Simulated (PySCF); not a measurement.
**GeP⁺ at UHF**

Level: UHF. PySCF, spin-free X2C with a Gaussian nucleus, basis sets Ge x2c-SVPall, P x2c-SVPall.

| Quantity | Value |
| --- | --- |
| state | ³Σ⁻ (triplet), unpaired electrons π ↑↑ |
| bond length | 2.302 Å |
| harmonic wavenumber | 387 cm⁻¹ |
| force constant | 1.93 mdyn/Å |
| rotational constant Be | 0.1457 cm⁻¹ |
| anharmonicity ωexe | 2.06 cm⁻¹ |
| vibration–rotation constant αe | 0.000822 cm⁻¹ |
| well depth De to Ge⁺ + P | 102 kJ/mol |
| dissociation energy D0 | 100 kJ/mol |
| bond order (Mayer) | 1.45 |
| dipole moment (positive dipole points towards P; it is taken about the centre of mass and depends on that origin) | -0.63 D |

Spin–orbit coupling is left out. For an ion De counts to the pair picked by the measured ionisation energies or electron affinities, which need not be the lowest pair at this level. Hartree–Fock leaves out correlation, which carries a large part of most bond energies and some tenths to 1 eV of ionisation energies. The state is the lowest determinant that a PBE0 search found; another state may lie lower at other levels.
